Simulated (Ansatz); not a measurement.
Molecule: C₆H₁₂S (charge 0, singlet). 
Geometry from a B3LYP-D3(BJ)/def2-TZVP (Ansatz, a quantum-chemistry and plane-wave program) optimisation:
```xyz
19

C     -0.1601    -1.7656     0.0728
C      0.8862    -1.2630    -0.9351
C      1.7815    -0.1335    -0.4123
C      1.1247     1.2326    -0.2499
S     -0.2944     1.3242     0.8900
C     -1.5291     0.4367    -0.1122
C     -1.5335    -1.0875     0.0226
H      0.2514    -1.6574     1.0786
H     -0.3187    -2.8366    -0.0764
H      0.4020    -0.9564    -1.8687
H      1.5399    -2.0974    -1.2004
H      2.6260    -0.0068    -1.0990
H      2.2053    -0.4402     0.5481
H      1.8482     1.9468     0.1468
H      0.7907     1.6171    -1.2172
H     -2.4999     0.8398     0.1779
H     -1.3621     0.7374    -1.1481
H     -2.1066    -1.4864    -0.8218
H     -2.0840    -1.3657     0.9248
```
Charge 0, spin multiplicity 1.

Property: vertical ionisation energy (to the doublet state of charge +1; each state is the SCF solution reached for its spin), in eV. Cores are frozen in the correlated levels unless marked. Open shells are spin-unrestricted. No spin-orbit coupling. No relativistic terms. 

| level | program | vertical ionisation energy (eV) |
|---|---|---|
| HF/aug-cc-pV(D+d)Z | Ansatz | 7.26 |
| HF/aug-cc-pV(T+d)Z | Ansatz | 7.24 |
| SVWN5/def2-TZVPD | Ansatz | 8.26 |
| PBE/def2-TZVPD | Ansatz | 8.08 |
| r2SCAN/def2-TZVPD | Ansatz | 8.11 |
| B3LYP/def2-TZVPD | Ansatz | 8.24 |
| PBE0/def2-TZVPD | Ansatz | 8.19 |
| BHLYP/def2-TZVPD | Ansatz | 8.16 |
| CAM-B3LYP/def2-TZVPD | Ansatz | 8.31 |
| wB97M-V/def2-TZVPD | Ansatz | 8.37 |
| wB97X-V/def2-TZVPD | Ansatz | 8.35 |
| B2PLYP/def2-TZVPD | Ansatz | 8.26 |
| RI-MP2/aug-cc-pV(T+d)Z | Ansatz | 8.50 |
| CCSD/aug-cc-pV(D+d)Z | Ansatz | 8.21 |
